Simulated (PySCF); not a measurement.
This PySCF input asks for the NMR shieldings of `C#C[SiH2]SC(C)(C)C`, C$_{6}$H$_{12}$SSi; the geometry comes from GFN2-xTB.

```python
import basis_set_exchange as bse
import numpy as np
from pyscf import gto, dft
from pyscf.prop import nmr

atoms = """
C     2.073583   -3.163271   -0.464733
C     1.748491   -2.366756    0.375915
Si    1.246776   -1.097471    1.625290
S     1.120437    0.852034    0.733799
C    -0.410407    0.884631   -0.325643
C    -0.404128   -0.294839   -1.286558
C    -0.334747    2.198336   -1.097373
C    -1.639208    0.869217    0.572933
H     2.360609   -3.868917   -1.191136
H    -0.047692   -1.494850    2.176753
H     2.286418   -0.921014    2.626449
H     0.522642   -0.316445   -1.856145
H    -1.236993   -0.205322   -1.982915
H    -0.499113   -1.239178   -0.754071
H     0.567452    2.228472   -1.703595
H    -0.312099    3.040151   -0.409322
H    -1.200524    2.300371   -1.749507
H    -2.538935    0.999474   -0.026994
H    -1.587181    1.678935    1.297930
H    -1.720530   -0.072879    1.110434
"""
names = dict.fromkeys(["C", "Si", "S", "H"], "pcSseg-1")
basis = {el: gto.basis.parse(bse.get_basis(n, elements=[el], fmt="nwchem")) for el, n in names.items()}
mol = gto.M(atom=atoms, basis=basis, charge=0, verbose=0)
mf = dft.RKS(mol, xc="PBE0")
mf.grids.level = 2
mf.grids.alignment = dft.numint.BLKSIZE   # the property module wants whole blocks of grid points
mf.conv_tol = 1e-9
mf.kernel()

calc = nmr.RKS(mf)   # GIAO
C = mf.mo_coeff
Co = C[:, mf.mo_occ > 0]
resp = mf.gen_response(singlet=True, hermi=2)
def vind(x):   # induced exchange potential for any number of trial vectors
    d = np.einsum("pi,xij,qj->xpq", C, 2 * x.reshape(-1, C.shape[1], Co.shape[1]), Co, optimize=True)
    return np.einsum("xpq,pi,qj->xij", resp(d - d.transpose(0, 2, 1)), C, Co, optimize=True).ravel()
mo1, _ = nmr.rhf.solve_mo1(calc, with_cphf=vind)
sigma = calc.kernel(mo1)
for i, s in enumerate(sigma):   # ppm
    print("%2d %-2s %9.2f" % (i, mol.atom_pure_symbol(i), np.trace(s) / 3))
```

Q: What are the results?

A: 
```
 0 C      81.84
 1 C      97.32
 2 Si    413.23
 3 S     523.43
 4 C     136.63
 5 C     148.76
 6 C     151.52
 7 C     152.86
 8 H      29.63
 9 H      26.48
10 H      27.01
11 H      29.80
12 H      30.36
13 H      29.78
14 H      30.06
15 H      30.12
16 H      30.50
17 H      30.48
18 H      30.20
19 H      29.88
```

These numbers come from an equivalent density-fitted implementation of the same equations, which agrees with the script to about 0.01 ppm for H and up to a few tenths of a ppm for heavy atoms, so last digits may differ.

Q: Turn these shieldings into chemical shifts. δ = σ(ref) − σ, references computed at the same level: 13C (186.93 ppm) and 29Si (349.16 ppm) and 1H (31.72 ppm) vs TMS; 33S (503.73 ppm) against CS2.

A: Averaging equivalent atoms: C 0: 105.1; C 1: 89.6; C 4: 50.3; C 5/6/7: 35.9; Si 2: -64.1; S 3: -20; H 9/10: 4.97; H 8: 2.09; H 11/12/13/14/15/16/17/18/19: 1.59 ppm. 

Size and cost of the density-fitted run: 210 basis functions, 75 s wall time on 1 thread of an Arm Neoverse N1, shared host; peak memory 1 GiB.
